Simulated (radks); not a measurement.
Effect of the nuclear size on neutral arsenic, [Ar] 3d10 4s2 4p3. All-electron calculation, Dirac Kohn-Sham, relativistic LDA (MacDonald-Vosko exchange, VWN5 correlation), spin-unpolarised, spherical densities, finite nucleus; open shells are shared between the two j in proportion to 2j + 1; Fermi nuclear charge, rms radius 4.0968 fm. Program: a radial shooting solver on a logarithmic mesh with Libxc functionals. The rms radius is varied about that value; shifts are against it.

rms radius (fm)  total energy shift (eV)  density at nucleus (e/bohr^3)  1s1/2 shift (meV)  2s1/2 shift (meV)  3p1/2 shift (meV)  4s1/2 shift (meV)
3.4003                            -0.122                      3.565e+04              -51.8              -5.11              0.076             -0.065
3.7854                           -0.0574                      3.539e+04              -24.3              -2.39              0.036             -0.030
4.0968                                 0                      3.521e+04              0.000              0.000              0.000              0.000
4.3631                            0.0524                      3.506e+04               22.2               2.19             -0.033              0.028
4.908                              0.169                      3.478e+04               71.6               7.06             -0.106              0.090

Slopes of the eigenvalues against <r^2> in GHz/fm^2, as finite differences over the two radii next to the reference (eigenvalue slopes, not the field-shift constants of lines): 1s1/2 2390, 2s1/2 235, 3p1/2 -3.52, 4s1/2 2.99.
